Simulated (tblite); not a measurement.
Compound: C5H13ClOSi2.
Numbering: `[CH3:1][CH2:2][CH2:3][C@@H:4]1[CH2:5][SiH2:6][O:7][Si@@H:8]1[Cl:9]` (hydrogens: H10, H11, H12 on C1; H13, H14 on C2; H15, H16 on C3; H17 on C4; H18, H19 on C5; H20, H21 on Si6; H22 on Si8)

Computed with GFN2-xTB (tblite), gas phase: L-BFGS steps from a force-field or distance-geometry start until the largest atomic force falls under 0.01 eV/Å.

Step 126: E = -804.3734 eV
```
atom  x, y, z in Å  |  force x, y, z in eV/Å
C1     -2.8948   -0.2402    0.2170    0.002  -0.006   0.001
C2     -1.9629    0.9336   -0.0669   -0.007  -0.016   0.015
C3     -0.6330    0.8427    0.6832   -0.010   0.011  -0.008
C4      0.3236   -0.2057    0.1124    0.003  -0.008  -0.012
C5      1.5645   -0.3745    1.0140    0.005  -0.018   0.002
Si6     2.9839   -1.0707   -0.0504    0.043  -0.011  -0.028
O7      2.4429   -0.5852   -1.5257   -0.010  -0.003  -0.033
Si8     0.9725    0.1034   -1.6641   -0.046  -0.009  -0.006
Cl9     1.2194    2.0392   -2.1075   -0.021  -0.007  -0.005
H10    -2.4402   -1.1859   -0.0655    0.025  -0.002  -0.021
H11    -3.1445   -0.2839    1.2754    0.034   0.012   0.005
H12    -3.8210   -0.1327   -0.3419   -0.010   0.015  -0.024
H13    -1.7642    0.9965   -1.1405   -0.006  -0.007   0.029
H14    -2.4707    1.8550    0.2292    0.021  -0.002  -0.008
H15    -0.1415    1.8184    0.6462   -0.013   0.015  -0.007
H16    -0.8309    0.6169    1.7357   -0.022  -0.008  -0.013
H17    -0.1928   -1.1703    0.0963   -0.037  -0.007   0.013
H18     1.3186   -0.9856    1.8829    0.018   0.034   0.021
H19     1.8527    0.6087    1.3944    0.013   0.000   0.023
H20     3.0337   -2.5264   -0.1092   -0.001  -0.023   0.013
H21     4.2721   -0.4145    0.1175    0.008   0.001   0.035
H22     0.3024   -0.6191   -2.7339    0.010   0.040   0.008
```

Step 127: E = -804.3738 eV
```
atom  x, y, z in Å  |  force x, y, z in eV/Å
C1     -2.8951   -0.2436    0.2111   -0.011   0.006   0.006
C2     -1.9615    0.9311   -0.0642   -0.015   0.001  -0.009
C3     -0.6338    0.8412    0.6892   -0.014   0.007  -0.006
C4      0.3254   -0.2038    0.1168    0.017  -0.014   0.013
C5      1.5712   -0.3665    1.0138    0.003   0.003   0.027
Si6     2.9837   -1.0748   -0.0540    0.009  -0.011  -0.034
O7      2.4390   -0.5828   -1.5268   -0.008  -0.010  -0.018
Si8     0.9673    0.1053   -1.6610   -0.005  -0.009  -0.006
Cl9     1.2153    2.0406   -2.1038   -0.022   0.005  -0.008
H10    -2.4324   -1.1896   -0.0586    0.005   0.015  -0.016
H11    -3.1622   -0.2806    1.2662    0.036   0.002  -0.017
H12    -3.8126   -0.1387   -0.3650    0.025  -0.002   0.004
H13    -1.7587    0.9961   -1.1365   -0.001  -0.006   0.012
H14    -2.4707    1.8526    0.2295    0.017  -0.007   0.000
H15    -0.1440    1.8183    0.6569   -0.017   0.003  -0.012
H16    -0.8355    0.6122    1.7397   -0.013  -0.014   0.003
H17    -0.1864   -1.1712    0.1020   -0.038  -0.004   0.023
H18     1.3297   -0.9684    1.8913    0.017   0.035  -0.005
H19     1.8604    0.6213    1.3854    0.016  -0.035  -0.001
H20     3.0157   -2.5330   -0.1128    0.004   0.013   0.016
H21     4.2789   -0.4306    0.1096   -0.004  -0.005   0.030
H22     0.2960   -0.6153   -2.7304    0.001   0.030  -0.002
```

Step 128: E = -804.3742 eV
```
atom  x, y, z in Å  |  force x, y, z in eV/Å
C1     -2.8943   -0.2423    0.2096    0.028   0.032  -0.002
C2     -1.9599    0.9317   -0.0645   -0.010   0.008  -0.019
C3     -0.6325    0.8423    0.6888   -0.013  -0.003  -0.006
C4      0.3241   -0.2062    0.1184    0.023  -0.017   0.020
C5      1.5706   -0.3708    1.0147   -0.004   0.011   0.014
Si6     2.9860   -1.0722   -0.0541   -0.027  -0.007  -0.040
O7      2.4387   -0.5806   -1.5263   -0.020  -0.005  -0.016
Si8     0.9638    0.1024   -1.6598    0.030  -0.004  -0.004
Cl9     1.2066    2.0379   -2.1063   -0.022   0.001  -0.004
H10    -2.4349   -1.1874   -0.0644    0.024  -0.018  -0.033
H11    -3.1558   -0.2826    1.2639    0.015   0.002   0.048
H12    -3.8124   -0.1333   -0.3613   -0.021   0.001  -0.027
H13    -1.7561    0.9964   -1.1363   -0.002  -0.006  -0.002
H14    -2.4681    1.8537    0.2279    0.009  -0.003   0.006
H15    -0.1418    1.8187    0.6531   -0.013   0.004  -0.009
H16    -0.8346    0.6163    1.7395   -0.012  -0.015   0.017
H17    -0.1904   -1.1721    0.1062   -0.035  -0.003   0.018
H18     1.3306   -0.9757    1.8896    0.008   0.015   0.011
H19     1.8569    0.6152    1.3912    0.025  -0.014  -0.001
H20     3.0206   -2.5296   -0.1142    0.008   0.000   0.015
H21     4.2775   -0.4236    0.1120    0.016   0.003   0.030
H22     0.2951   -0.6186   -2.7292   -0.008   0.017  -0.013
```

**Question.** Estimate the geometry and energy of step 129. (The exact step hangs on the optimiser's Hessian estimate; all steps are aligned on step 128, rigid shifts and turns removed.)

**Answer.** E = -804.3746 eV, largest force 0.049 eV/Å
```
atom  x, y, z in Å  |  force x, y, z in eV/Å
C1     -2.8942   -0.2418    0.2071    0.014   0.019   0.001
C2     -1.9591    0.9316   -0.0650    0.002   0.011  -0.017
C3     -0.6325    0.8430    0.6899   -0.007  -0.011   0.000
C4      0.3236   -0.2077    0.1213    0.016  -0.012   0.019
C5      1.5717   -0.3727    1.0156   -0.009   0.011  -0.009
Si6     2.9868   -1.0714   -0.0559   -0.037   0.017  -0.028
O7      2.4356   -0.5838   -1.5275   -0.024   0.001  -0.022
Si8     0.9611    0.1007   -1.6577    0.033   0.002   0.001
Cl9     1.2057    2.0360   -2.1052   -0.022   0.000  -0.001
H10    -2.4336   -1.1870   -0.0662    0.010  -0.007  -0.028
H11    -3.1571   -0.2815    1.2617    0.014  -0.003   0.028
H12    -3.8119   -0.1322   -0.3661    0.004  -0.005  -0.009
H13    -1.7526    0.9962   -1.1359   -0.006  -0.002  -0.013
H14    -2.4675    1.8534    0.2269    0.005   0.006   0.006
H15    -0.1417    1.8193    0.6521   -0.013   0.000  -0.004
H16    -0.8354    0.6185    1.7409   -0.010  -0.011   0.013
H17    -0.1933   -1.1726    0.1125   -0.025   0.000   0.009
H18     1.3336   -0.9775    1.8901    0.003  -0.004   0.027
H19     1.8585    0.6122    1.3925    0.029   0.011   0.004
H20     3.0261   -2.5266   -0.1156    0.009  -0.041   0.014
H21     4.2761   -0.4199    0.1103    0.026   0.011   0.029
H22     0.2898   -0.6165   -2.7272   -0.013   0.007  -0.022
```

The energy changes by -0.0004 eV. The first-order estimate −F·Δx gives -0.0005 eV and the mean of the old and new forces, exact on a quadratic surface, -0.0004 eV. The step makes an angle of 77° with the force vector and moves no atom by more than 0.007 Å.

What follows is the cost of the whole relaxation. Time: 2.4 s. Hardware: an Arm Neoverse V1 with one thread, shared host with 32 logical CPUs at a one-minute load of 26.
